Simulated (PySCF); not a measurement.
**Gas-phase thermal properties of PbCl2**

Energies from PySCF (xtb for GFN2), thermal terms from the rigid-rotor harmonic-oscillator model, ideal gas at 1 bar. Table values come from the NASA 1993 polynomials. All species are closed-shell singlets. Pb: scalar-relativistic def2 core potential, no spin-orbit coupling. The harmonic model lacks anharmonicity and excited electronic states, which grow with temperature; levels with a mode under 35 cm⁻¹ are left out. Soft modes under 120 cm⁻¹ make the harmonic entropy rough for PbCl2. The table's entry may be an old estimate for PbCl2 (not checked at source).

| level | point group | σ | ZPE (kJ/mol) | S°298 (J/mol/K) | Cp298 (J/mol/K) | S°1000 (J/mol/K) | H1000 − H298 (kJ/mol) |
|---|---|---|---|---|---|---|---|
| table | - | - | - | 317.2 | 55.2 | 386.2 | 40.2 |
| GFN2-xTB | C2v | 2 | 3.6 | 320.6 | 56.1 | 390.0 | 40.4 |
| PBE/def2-SVP | C2v | 2 | 4.3 | 316.6 | 55.2 | 385.6 | 40.2 |
| PBE0/def2-TZVP | C2v | 2 | 4.4 | 315.5 | 55.2 | 384.5 | 40.2 |
σ: rotational symmetry number. Electronic degeneracy used: 1. Frequencies are unscaled.
